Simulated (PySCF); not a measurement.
C4H10BN, SMILES CB1CCCN1. Atoms are numbered in the order given.

```xyz
16

C      2.3022    -0.5976     0.0178
B      0.7783    -0.2084     0.0312
C     -0.4535    -1.0390     0.6055
C     -1.6593    -0.3009     0.0040
C     -1.1864     1.1376    -0.2373
N      0.2454     0.9996    -0.4381
H      2.4572    -1.5193    -0.5682
H      2.9625     0.1811    -0.3939
H      2.6465    -0.8312     1.0396
H     -0.4501    -2.1174     0.3845
H     -0.4383    -0.9530     1.7093
H     -2.5700    -0.3356     0.6220
H     -1.9139    -0.7569    -0.9671
H     -1.4051     1.7820     0.6372
H     -1.6844     1.6022    -1.1055
H      0.7677     1.7926    -0.7879
```
Charge 0, spin multiplicity 1.

The structure is a stationary point at PBE0-D3(BJ)/def2-SVP. One conformer was computed; it need not be the lowest.

Two levels are set side by side: PBE/pcSseg-1 (PySCF) and KT2/pcSseg-1 (PySCF). GIAO shifts against BF3 (¹¹B), NH3 (¹⁵N), TMS (¹H), TMS (¹³C) at the same level; non-relativistic, no solvent, atoms listed together averaged. Differences are taken from unrounded values.

```csv
quantity,PBE
δ(¹³C) of C1 (ppm),2.3
δ(¹¹B) of B2 (ppm),34.1
δ(¹³C) of C3 (ppm),23.9
δ(¹³C) of C4 (ppm),31.6
δ(¹³C) of C5 (ppm),55.1
δ(¹⁵N) of N6 (ppm),142.2
"δ(¹H) of H14, H15 (ppm)",3.61
δ(¹H) of H16 (ppm),4.22
```

**Question.** These are the PBE values. What does KT2 give? (The exact figures need the calculation; the answer reports its results.)

**Answer.** 
```json
[
 {"quantity": "δ(¹³C) of C1 (ppm)", "KT2": "1.8", "PBE minus KT2": "0.5"},
 {"quantity": "δ(¹¹B) of B2 (ppm)", "KT2": "31.8", "PBE minus KT2": "2.3"},
 {"quantity": "δ(¹³C) of C3 (ppm)", "KT2": "22.4", "PBE minus KT2": "1.4"},
 {"quantity": "δ(¹³C) of C4 (ppm)", "KT2": "30.9", "PBE minus KT2": "0.7"},
 {"quantity": "δ(¹³C) of C5 (ppm)", "KT2": "53.7", "PBE minus KT2": "1.3"},
 {"quantity": "δ(¹⁵N) of N6 (ppm)", "KT2": "134.1", "PBE minus KT2": "8.1"},
 {"quantity": "δ(¹H) of H14, H15 (ppm)", "KT2": "3.59", "PBE minus KT2": "0.02"},
 {"quantity": "δ(¹H) of H16 (ppm)", "KT2": "4.23", "PBE minus KT2": "-0.01"}
]
```

Rough cost on one machine, each run with all the roots and properties that it gave: KT2 against PBE within a factor of 2.
